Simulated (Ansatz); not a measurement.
`CO[SiH2]Cl` + `O[SiH](O)S` → `O[SiH](O)S[SiH2]Cl` + CH₃OH  (ligand exchange at the Si–O bond)

Isolated molecules relaxed with PBE0-D4/def2-TZVP in Ansatz; ΔE leaves out vibrations. CBS: MP2 limit from def2 TZ/QZ plus the TZ coupled-cluster correction, frozen cores. This one scheme is used for every species. Functionals use def2-TZVPP. HSE06 is defined as in plane-wave codes. Each species was taken in one conformer, which may not be the lowest.

`CO[SiH2]Cl`:

Cartesian coordinates in Å:
```
C -1.300 0.463 0.085
O -0.334 -0.187 -0.715
Si 1.159 -0.587 -0.208
Cl 2.241 1.088 0.295
H -2.247 0.453 -0.456
H -1.012 1.500 0.277
H -1.437 -0.050 1.044
H 1.825 -1.259 -1.339
H 1.104 -1.421 1.016
```

`O[SiH](O)S`:

Z-matrix (Å, degrees):
```
Si
O 1 1.629
S 1 2.137 2 115.3
O 1 1.641 2 106.1 3 -122.0
H 1 1.476 2 107.0 3 115.4
H 2 0.959 1 117.6 3 88.8
H 3 1.345 1 94.4 2 -64.7
H 4 0.959 1 116.5 2 161.4
```

`O[SiH](O)S[SiH2]Cl`:

Z-matrix (Å, degrees):
```
Si
O 1 1.626
S 1 2.149 2 113.4
O 1 1.634 2 108.5 3 117.6
H 1 1.475 2 105.2 3 -119.7
H 2 0.959 1 118.3 3 -61.9
Si 3 2.121 1 97.7 2 -86.4
H 4 0.959 1 117.8 2 -161.6
Cl 7 2.054 3 111.9 1 -83.6
H 7 1.479 3 110.8 1 36.0
H 7 1.478 3 107.1 1 158.5
```

CH₃OH:

Cartesian coordinates in Å:
```
C 0.013 -0.327 -0.141
O 0.462 0.974 0.163
H 0.790 -0.801 -0.742
H -0.915 -0.322 -0.727
H -0.143 -0.936 0.757
H -0.208 1.412 0.690
```

Task: Is it downhill or uphill in electronic energy at CCSD(T)/CBS, and by how much? (Estimate.)

Result: Ansatz gave: Uphill: ΔE = +8.4 kcal/mol.

Task: What do these levels give: LDA (SPW92), BLYP-D4, r2SCANh-D4, HSE06-D4, ωB97M-V, revPBE, r2SCANh, BHLYP, SCS-MP2/def2-TZVPP, CCSD(T)/def2-TZVPP, HF/def2-QZVPP, MP2/def2-QZVPP? (Best estimate.)

Result: The calculation gave: LDA (SPW92) 7.4, BLYP-D4 8.7, r2SCANh-D4 8.0, HSE06-D4 5.9, ωB97M-V 8.8, revPBE 6.5, r2SCANh 8.4, BHLYP 11.7, SCS-MP2/def2-TZVPP 9.9, CCSD(T)/def2-TZVPP 9.4, HF/def2-QZVPP 13.6, MP2/def2-QZVPP 8.1 kcal/mol.

Largest T1 diagnostic among the species: 0.011.

From BLYP to BHLYP (50 % exact exchange), in def2-TZVPP and without D4, ΔE moves by +1.0 kcal/mol. Leaving LDA and LC-ωPBE aside and taking each functional with its dispersion term where it has one, the values, not all of them listed here, spread over 5.6 kcal/mol, from revPBE-D4 to CAM-B3LYP-D4. LDA lies +0.8 kcal/mol from PBE without D4.
